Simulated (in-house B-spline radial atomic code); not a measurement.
A calculation on Mg: its settings, and results tabulated from the run. Level of theory: scalar-relativistic (X2C) PBE, spherical fractional occupations, Fermi nucleus of rms radius 3.057 fm, inside a hard spherical wall at 5.53 bohr; calculated with an all-electron radial atomic-structure program (B-spline basis).

Command:
```bash
python run_scf.py task.json out
```
Settings (nuclear radius in fm, mass in u):
```
Z                12
configuration    [Ne] 3s1 3d1
hamiltonian      x2c
method           pbe,pbe
spin_polarised   False
nucleus          fermi
rms_radius       3.057
atomic_mass      23.98504
speed_of_light   137.035999084
wall_radius      5.53
```

Output (hartree, bohr):
```
 radial grid: 65 intervals, B-splines of order 8, outer radius 5.53 bohr

 iter        energy (Eh)    residual
    1        -199.552119    1.86e-01
    2        -199.706045    6.63e-02
    3        -199.803454    7.69e-03
    4        -199.805064    2.38e-03
    5        -199.805084    6.88e-04
    6        -199.805093    2.95e-04
    7        -199.805095    1.83e-06
    8        -199.805095    2.04e-07

 total energy                      -199.80509
 kinetic                             200.8308
 electron-nucleus                   -480.3215
 Hartree                              96.0459
 exchange-correlation                -16.3602

 orbital      occ     eigenvalue          <r>       <r^2>       <1/r>     <1/r^2>     <1/r^3>       r_max
 1s         2.000       -46.2760     0.130477   0.0229612     11.6655     279.973           -     0.08492
 2s         2.000        -2.9258     0.696692    0.584681     2.10495     18.9575           -      0.5466
 2p         6.000        -1.7050      0.68842    0.609227     1.95752     5.53951     25.6554      0.4785
 3s         1.000        -0.1301       2.6881     8.03954    0.479373     1.31402           -        2.47
 3d         1.000         0.2689      3.22161     11.1339    0.341321    0.133636   0.0650018       3.308
```

Time taken, with all properties: 0.06 s on 1 thread of Arm Neoverse V2, with other jobs on the host.
